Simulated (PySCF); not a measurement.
This PySCF input asks for the NMR shieldings of SMILES B[C@@H]1CC[BH2-][N+]1(C)C, C5H15B2N; the geometry comes from GFN2-xTB.

```python
import basis_set_exchange as bse
import numpy as np
from pyscf import gto, dft
from pyscf.prop import nmr

atoms = """
B     0.608890    2.234208    0.292169
C     0.647877    0.671124    0.360372
C     1.634532    0.016508   -0.638131
C     1.293165   -1.482292   -0.664619
B    -0.080030   -1.659811    0.208219
N    -0.611357   -0.102278    0.226349
C    -1.296395    0.199528   -1.026788
C    -1.516474    0.155920    1.338801
H    -0.373138    2.855932    0.162726
H     1.625998    2.801720    0.383460
H     1.038560    0.394332    1.349468
H     1.521413    0.470174   -1.625549
H     2.657612    0.208820   -0.315192
H     1.193754   -1.818249   -1.697995
H     2.115729   -2.056709   -0.239432
H    -0.927989   -2.333932   -0.286875
H     0.131485   -1.951975    1.347340
H    -1.559110    1.257192   -1.091808
H    -2.203244   -0.398345   -1.089059
H    -0.659467   -0.066338   -1.864289
H    -2.373603   -0.511409    1.264058
H    -1.863534    1.192053    1.337382
H    -1.009428   -0.049189    2.279472
"""
names = dict.fromkeys(["B", "C", "N", "H"], "pcSseg-1")
basis = {el: gto.basis.parse(bse.get_basis(n, elements=[el], fmt="nwchem")) for el, n in names.items()}
mol = gto.M(atom=atoms, basis=basis, charge=0, verbose=0)
mf = dft.RKS(mol, xc="PBE0")
mf.grids.level = 2
mf.grids.alignment = dft.numint.BLKSIZE   # the property module wants whole blocks of grid points
mf.conv_tol = 1e-9
mf.kernel()

calc = nmr.RKS(mf)   # GIAO
C = mf.mo_coeff
Co = C[:, mf.mo_occ > 0]
resp = mf.gen_response(singlet=True, hermi=2)
def vind(x):   # induced exchange potential for any number of trial vectors
    d = np.einsum("pi,xij,qj->xpq", C, 2 * x.reshape(-1, C.shape[1], Co.shape[1]), Co, optimize=True)
    return np.einsum("xpq,pi,qj->xij", resp(d - d.transpose(0, 2, 1)), C, Co, optimize=True).ravel()
mo1, _ = nmr.rhf.solve_mo1(calc, with_cphf=vind)
sigma = calc.kernel(mo1)
for i, s in enumerate(sigma):   # ppm
    print("%2d %-2s %9.2f" % (i, mol.atom_pure_symbol(i), np.trace(s) / 3))
```

**Question.** What are the results?

**Answer.** 
```
 0 B      15.11
 1 C     105.66
 2 C     158.69
 3 C     176.66
 4 B     107.26
 5 N     202.03
 6 C     142.51
 7 C     136.04
 8 H      23.63
 9 H      24.02
10 H      28.18
11 H      29.90
12 H      29.25
13 H      30.77
14 H      30.49
15 H      29.31
16 H      29.37
17 H      29.37
18 H      29.24
19 H      29.10
20 H      28.76
21 H      28.98
22 H      29.30
```

These numbers come from an equivalent density-fitted implementation of the same equations, which agrees with the script to about 0.01 ppm for H and up to a few tenths of a ppm for heavy atoms, so last digits may differ.

Size and cost of the density-fitted run: 211 basis functions, 80 s wall time on 1 thread of an Arm Neoverse N1, shared host; peak memory 1 GiB.
